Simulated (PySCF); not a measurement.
## Energy of Tl²⁺ (thallium, charge +2) between two integer charges

The 6s alpha orbital of [Xe] 4f14 5d10 6s1 is emptied in steps (occupation f), with all orbitals relaxed, ending at [Xe] 4f14 5d10. All numbers are calculated (PySCF 2.14, scalar relativity through the core potential, in def2-TZVP with the def2 core potential (60 electrons) (6s5p3d2f, 50 functions)). The exact energy is a straight line in f; departures are measured from the line between the end points of the same method.

| f | UHF (eV) | LDA (eV) | PBE (eV) | PBE0 (eV) | r2SCAN (eV) | LC-wPBE (eV) | BHandHLYP (eV) | wB97X (eV) | M06-2X (eV) | MN15 (eV) |
| --- | --- | --- | --- | --- | --- | --- | --- | --- | --- | --- |
| 1 | 0.000 | 0.000 | 0.000 | 0.000 | 0.000 | 0.000 | 0.000 | 0.000 | 0.000 | 0.000 |
| 0.9 | 0.023 | -0.415 | -0.410 | -0.299 | -0.369 | -0.049 | -0.201 | -0.079 | -0.187 | -0.229 |
| 0.7 | 0.052 | -0.969 | -0.960 | -0.698 | -0.865 | -0.114 | -0.470 | -0.181 | -0.441 | -0.532 |
| 0.5 | 0.061 | -1.154 | -1.145 | -0.832 | -1.031 | -0.137 | -0.561 | -0.211 | -0.525 | -0.629 |
| 0.3 | 0.051 | -0.970 | -0.964 | -0.700 | -0.867 | -0.115 | -0.473 | -0.173 | -0.440 | -0.523 |
| 0.1 | 0.022 | -0.415 | -0.414 | -0.300 | -0.371 | -0.050 | -0.204 | -0.072 | -0.190 | -0.221 |
| 0 | 0.000 | 0.000 | 0.000 | 0.000 | 0.000 | 0.000 | 0.000 | 0.000 | 0.000 | 0.000 |

```
   method  E(f=0) − E(f=1) (eV)  −ε at f=1 (eV)  −ε at f=0.5 (eV)
      UHF                28.152          28.406            28.148
      LDA                30.765          26.161            30.762
      PBE                30.299          25.747            30.284
     PBE0                29.950          26.633            29.944
   r2SCAN                30.118          26.022            30.114
  LC-wPBE                29.734          29.187            29.731
BHandHLYP                29.672          27.440            29.663
    wB97X                29.535          28.658            29.558
   M06-2X                29.782          27.724            29.788
     MN15                30.336          27.786            30.364
```

Orbital energy along the path (eV):

```csv
f,UHF,LDA,PBE,PBE0,r2SCAN,LC-wPBE,BHandHLYP,wB97X,M06-2X,MN15
1,-28.406,-26.161,-25.747,-26.633,-26.022,-29.187,-27.440,-28.658,-27.724,-27.786
0.9,-28.352,-27.077,-26.647,-27.293,-26.828,-29.298,-27.882,-28.842,-28.106,-28.304
0.7,-28.248,-28.916,-28.459,-28.616,-28.458,-29.517,-28.770,-29.207,-28.930,-29.338
0.5,-28.148,-30.762,-30.284,-29.944,-30.114,-29.731,-29.663,-29.558,-29.788,-30.364
0.3,-28.052,-32.612,-32.124,-31.279,-31.769,-29.948,-30.564,-29.886,-30.622,-31.366
0.1,-27.959,-34.459,-33.977,-32.619,-33.419,-30.174,-31.477,-30.187,-31.454,-32.318
0,-27.914,-35.378,-34.906,-33.287,-34.243,-30.292,-31.941,-30.328,-31.924,-32.766
```

Reference removal energy between the ground levels: 29.852 eV (measured; NIST Atomic Spectra Database, ionization energies). UHF lacks correlation.
